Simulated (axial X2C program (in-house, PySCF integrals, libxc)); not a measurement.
**Outer orbitals of MnTe⁺ at 2.517 Å, PBEsol**

Calculated with an in-house all-electron X2C program for linear molecules (integrals from PySCF). Spin-free means the one-electron spin-free X2C Hamiltonian; two-component (2c) means X2C with spin–orbit coupling and atomic mean-field two-electron Coulomb and Gaunt terms, so the difference of the two also holds small scalar two-electron terms. Basis: Te dyall-cv3z [11s12p8d4f1g], Mn dyall-cv3z [9s10p6d3f2g] (cores contracted in-house); Gaussian nuclei, density fitting, unrestricted open shells. Masses: Te 129.906 u, Mn 54.938 u.

The distance is close to the 2c PBE0 minimum; the highest filled and lowest empty levels are listed.

Spin-free orbitals, state M_S = 2, Λ = 1 (beyond evenly filled blocks: σα, π+α, δ+α, δ-α) (Löwdin shares):

```csv
symmetry,occupied,ε (eV),atomic character
σβ,yes,-20.68,"81% Te s, 9% Mn p, 6% Mn d"
σα,yes,-20.24,"79% Te s, 8% Mn p, 6% Mn d"
σα,yes,-13.97,"83% Mn d, 12% Te p, 3% Te s"
δ+α,yes,-13.92,100% Mn d
δ-α,yes,-13.92,100% Mn d
π+α,yes,-13.83,"96% Mn d, 3% Te p"
π-α,yes,-13.83,"96% Mn d, 3% Te p"
σβ,yes,-12.58,"68% Te p, 13% Mn d, 12% Mn s"
σα,yes,-12.27,"45% Te p, 41% Mn s, 11% Mn d"
π+β,yes,-11.53,"75% Te p, 21% Mn d, 4% Mn p"
π-β,yes,-11.53,"75% Te p, 21% Mn d, 4% Mn p"
π+α,yes,-10.60,"85% Te p, 8% Mn p, 6% Mn d"
π-α,no,-10.60,"85% Te p, 8% Mn p, 6% Mn d"
δ-β,no,-9.60,100% Mn d
δ+β,no,-9.60,100% Mn d
π-β,no,-9.52,"81% Mn d, 17% Te p"
π+β,no,-9.52,"81% Mn d, 17% Te p"
```

A filled and an empty partner (Λ and −Λ, same spin) share one energy because the functional has no current term.

Spinors with spin–orbit coupling (state Ω = 1):

```json
{"ω": "-1/2", "occupied": "yes", "ε (eV)": "-20.64", "atomic character": "81% Te s, 9% Mn p, 6% Mn d", "λ mixture": "100% σ"}
{"ω": "1/2", "occupied": "yes", "ε (eV)": "-20.21", "atomic character": "79% Te s, 8% Mn p, 6% Mn d", "λ mixture": "100% σ"}
{"ω": "1/2", "occupied": "yes", "ε (eV)": "-13.92", "atomic character": "82% Mn d, 13% Te p, 3% Te s", "λ mixture": "100% σ"}
{"ω": "-3/2", "occupied": "yes", "ε (eV)": "-13.90", "atomic character": "100% Mn d", "λ mixture": "100% δ"}
{"ω": "5/2", "occupied": "yes", "ε (eV)": "-13.82", "atomic character": "100% Mn d", "λ mixture": "100% δ"}
{"ω": "-1/2", "occupied": "yes", "ε (eV)": "-13.80", "atomic character": "95% Mn d, 4% Te p", "λ mixture": "100% π"}
{"ω": "3/2", "occupied": "yes", "ε (eV)": "-13.75", "atomic character": "96% Mn d, 3% Te p", "λ mixture": "100% π"}
{"ω": "-1/2", "occupied": "yes", "ε (eV)": "-12.61", "atomic character": "69% Te p, 12% Mn d, 12% Mn s", "λ mixture": "97% σ, 3% π"}
{"ω": "1/2", "occupied": "yes", "ε (eV)": "-12.32", "atomic character": "50% Te p, 34% Mn s, 13% Mn d", "λ mixture": "88% σ, 12% π"}
{"ω": "1/2", "occupied": "yes", "ε (eV)": "-11.65", "atomic character": "72% Te p, 16% Mn d, 8% Mn s", "λ mixture": "87% π, 13% σ"}
{"ω": "-3/2", "occupied": "yes", "ε (eV)": "-11.29", "atomic character": "71% Te p, 24% Mn d, 4% Mn p", "λ mixture": "100% π"}
{"ω": "-1/2", "occupied": "yes", "ε (eV)": "-10.78", "atomic character": "84% Te p, 8% Mn d, 7% Mn p", "λ mixture": "96% π, 4% σ"}
{"ω": "3/2", "occupied": "no", "ε (eV)": "-10.34", "atomic character": "84% Te p, 9% Mn p, 6% Mn d", "λ mixture": "100% π"}
{"ω": "3/2", "occupied": "no", "ε (eV)": "-9.58", "atomic character": "100% Mn d", "λ mixture": "100% δ"}
{"ω": "1/2", "occupied": "no", "ε (eV)": "-9.54", "atomic character": "80% Mn d, 13% Te p, 3% Mn s", "λ mixture": "94% π, 6% σ"}
{"ω": "-5/2", "occupied": "no", "ε (eV)": "-9.51", "atomic character": "100% Mn d", "λ mixture": "100% δ"}
```

How does the gap between the highest filled and lowest empty level change from the spin-free to the 2c table?

From 0.00 to 0.44 eV at PBEsol, a change of 0.44 eV.

Mulliken charges and populations of the two-component result (they depend on the basis, above all on diffuse functions):

Te 0.21 e (s 9.99 p 21.75 d 20.04 f 0.01), Mn 0.79 e (s 6.65 p 12.14 d 5.42). ⟨Lz⟩ = -1.00 ħ and ⟨Sz⟩ = 2.00 ħ (-0.40 and 2.40 on the two atoms), which add up to Ω.

Occupations by symmetry block were frozen at the best pattern of an incomplete PBE0 search. Density functionals use the spin component along the axis (collinear). Other states lie close and PBE0, whose exact exchange favours high spin, may order them wrongly; the determinant shown need not be the ground state. The nearest other spin-free determinant of the search, M_S = 3, Λ = 1, lies 0.20 eV up at the distance of the search. The functionals have no current-density term, which raises determinants with orbital currents, atoms included. With several unpaired electrons one determinant need not be a pure state. Open-shell Ω = 0 determinants with evenly filled partner blocks cannot be reached by this program, so the Ω shown need not be the lowest component. The determinant is spin-polarised beyond a pure state at some levels (its spin-free form has ⟨S²⟩ too high), which makes Re and μ there less reliable.
